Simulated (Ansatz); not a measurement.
Wavefunction ladder for `BO[Si]1(O)BN1`

```xyz
11

B    -0.665    0.206   -2.167
O    -0.732   -0.216   -0.893
Si    0.351   -0.212    0.364
O     1.649    0.667   -0.090
B     0.112   -1.172    1.978
N    -0.360    0.147    1.887
H    -1.621    0.063   -2.874
H     0.344    0.722   -2.591
H     1.640    1.014   -0.986
H     0.114   -1.988    2.842
H    -0.833    0.769    2.529
```

Total charge 0; spin multiplicity 1. The geometry is a stationary point of PBE0-D4/def2-TZVP. It is one conformer, not always the lowest. Frozen core, restricted reference, Ansatz 0.2.0. CBS rows extrapolate triple and quadruple zeta; past MP2 they add the triple-zeta difference.

| basis | HF (Eh) | MP2 corr. |
| --- | --- | --- |
| def2-SVP | -545.22354 | -0.78485 |
| def2-TZVPP | -545.65085 | -0.98418 |
| def2-QZVPP | -545.67305 | -1.05943 |

Question: Estimate the CCSD correlation energy and the (T) correction in each basis where they were run (hartree).

Answer: 
```
     basis  CCSD corr.       (T)
  def2-SVP    -0.82740  -0.02376
def2-TZVPP    -1.01635  -0.04099
 CBS(def2)    -1.14734     as TZ
```
